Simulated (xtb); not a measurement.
ClPb, charge +1, singlet, geometry from GFN2-xTB (such geometries of metal compounds can be far from the true shape); GFN2-xTB with ALPB(dmso) (xtb).

Here is a job for xtb.
```
$ xtb mol.xyz --gfn 2 --chrg 1 --alpb dmso --json

# file mol.xyz
2

Pb    -0.00000000    -0.00000000    -0.40772011
Cl     0.00000000     0.00000000     1.96664995
```

The log (banner, timings and long lists left out):

```
   ID    Z sym.   atoms
    1   82 Pb     1
    2   17 Cl     2

           -------------------------------------------------
          |                Calculation Setup                |
           -------------------------------------------------

           -------------------------------------------------
          |                 G F N 2 - x T B                 |
           -------------------------------------------------

      * Solvation model:               ALPB
        Solvent                        dmso
        Parameter file                 internal GFN2-xTB/ALPB
        Dielectric constant                4.6680E+01
        Reference state                gsolv [1 M gas/solution]
        Free energy shift                  7.1947E-03 Eh       4.5147E+00 kcal/mol
        Temperature                        2.9815E+02 K
        Density                            1.1000E+00 kg/L
        Solvent mass                       7.8130E+01 g/mol
        Interaction kernel             P16
        Born radius scaling (c1)           1.7927E+00
        Born radii integrator          GBOBC
        Born offset                        0.0000E+00 a0       0.0000E+00 AA
        H-bond correction              true
        Ion screening                  false
        Surface tension                    1.0000E-05 Eh       1.5569E+01 dyn/cm
        Grid points                               230 per atom

          ...................................................
          :                      SETUP                      :
          :.................................................:
          :  # basis functions                  14          :
          :  # atomic orbitals                  13          :
          :  # shells                            5          :
          :  # electrons                        10          :
          :  max. iterations                   250          :
          :  Hamiltonian                  GFN2-xTB          :
          :  restarted?                      false          :
          :  GBSA solvation                   true          :
          :  PC potential                    false          :
          :  electronic temp.          300.0000000     K    :
          :  accuracy                    1.0000000          :
          :  -> integral cutoff          0.2500000E+02      :
          :  -> integral neglect         0.1000000E-07      :
          :  -> SCF convergence          0.1000000E-05 Eh   :
[...]
         :: total energy              -6.522644838062 Eh    ::
[...]
         6                         -0.3953199             -10.7572 (LUMO)
         7                         -0.3953199             -10.7572
         8                         -0.1991755              -5.4198
         9                         -0.0479241              -1.3041
        10                         -0.0479241              -1.3041
        11                         -0.0474717              -1.2918
        12                         -0.0474717              -1.2918
        13                         -0.0345094              -0.9390
      -------------------------------------------------------------
                  HL-Gap            0.1145596 Eh            3.1173 eV
             Fermi-level           -0.4525997 Eh          -12.3159 eV

     #   Z          covCN         q      C6AA      α(0)
     1  82 Pb       0.856     1.110   506.712    49.828
     2  17 Cl       0.856    -0.110   102.527    15.490

 Mol. C6AA /au·bohr⁶  :       1045.690873
 Mol. C8AA /au·bohr⁸  :     119970.846238
 Mol. α(0) /au        :         65.318483

Wiberg/Mayer (AO) data.
largest (>0.10) Wiberg bond orders for each atom

 ---------------------------------------------------------------------------
     #   Z sym  total        # sym  WBO       # sym  WBO       # sym  WBO
 ---------------------------------------------------------------------------
     1  82 Pb   1.510 --     2 Cl   1.510
     2  17 Cl   1.510 --     1 Pb   1.510
 ---------------------------------------------------------------------------

Topologies differ in total number of bonds
Writing topology from bond orders to xtbtopo.mol

molecular dipole:
                 x           y           z       tot (Debye)
 q only:        0.000       0.000      -1.264
   full:        0.000      -0.000      -1.326       3.371
molecular quadrupole (traceless):
                xx          xy          yy          xz          yz          zz
 q only:        0.430       0.000       0.430       0.000       0.000      -0.861
  q+dip:       -0.655       0.000      -0.655       0.000      -0.000       1.311
   full:        0.284       0.000       0.284      -0.000       0.000      -0.567

           -------------------------------------------------
          | TOTAL ENERGY               -6.522644838062 Eh   |
          | GRADIENT NORM               0.002408679750 Eh/α |
          | HOMO-LUMO GAP               3.117326114912 eV   |
           -------------------------------------------------

normal termination of xtb
```
